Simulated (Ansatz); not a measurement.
The cluster HfGe₁₀, relaxed as a singlet with RKS PBE-D4/def2-SVP in Ansatz, starting from packed atoms. Force threshold 0.03 eV/Å.

In the def2 sets Hf takes a core potential; there is no spin–orbit coupling. The restricted singlet is unstable towards broken spin symmetry in Hartree–Fock (as tested in another run); at PBE-D4/def2-SVP this wasn't settled. The structure comes from a short search, and lower isomers may exist.

Start:

```xyz
11

Hf    2.772    0.238   -2.536
Ge   -1.470    1.001    0.766
Ge    0.890    1.760    2.139
Ge    1.379   -0.358    4.122
Ge   -2.590   -0.672    1.988
Ge   -2.862   -0.885   -0.421
Ge   -1.092   -1.298   -3.385
Ge    3.796   -2.532   -2.951
Ge   -0.753    0.775   -2.233
Ge    0.685    1.624   -0.478
Ge   -0.754    0.346    2.990
```

```
step   energy (eV)  largest force component (eV/Å)  SCF passes
   1  -566331.3026                           2.744         100
   2  -566333.1030                           1.702          80
   3  -566334.2523                           0.720          62
   4  -566335.1838                           0.899          50
   5  -566336.0160                           0.810          41
   6  -566336.6463                           1.000          41
   7  -566337.1464                           1.031          39
   8  -566337.6164                           0.899          33
   9  -566338.0257                           0.465          33
  10  -566338.1700                           0.736          40
  11  -566338.2968                           0.322          38
  14  -566338.4723                           0.224          35
  17  -566338.9670                           0.420          38
  20  -566339.8675                           0.530          33
  23  -566340.4255                           0.337          33
  26  -566340.7761                           0.346          34
  29  -566340.9363                           0.118          33
  32  -566341.0134                           0.185          33
  35  -566341.4702                           0.289          39
  38  -566341.7920                           0.207          31
  41  -566341.8290                           0.186          32
  44  -566341.8543                           0.031          28
  45  -566341.8547                           0.017          29
```

Force components are those of the run's own axes.

End:

```xyz
11

Hf    1.505    0.341   -1.952
Ge   -1.266    1.663    0.647
Ge    1.496    1.002    1.031
Ge    1.885   -1.067    2.534
Ge   -2.520   -0.176    1.727
Ge   -2.356   -0.799   -0.745
Ge   -0.101   -1.782   -1.681
Ge    2.164   -1.267   -0.021
Ge   -1.091    0.858   -2.240
Ge    0.643    2.656   -0.699
Ge   -0.359   -1.430    1.400
```

Bonds lost: Ge2–Ge6, Ge2–Ge11, Ge3–Ge11 (atoms count from 1). Bonds formed: Hf1–Ge3, Hf1–Ge7, Ge3–Ge8, Ge4–Ge8, Ge6–Ge7, Ge6–Ge9, Ge7–Ge8 (atoms count from 1).

No frequencies were taken in this run, so the end may be a saddle point.

It took 2.5 min on 2 threads of AMD EPYC 7R13 on a shared host and a share (18 GiB) of an NVIDIA H100 80GB HBM3, peak host memory 1.1 GiB.
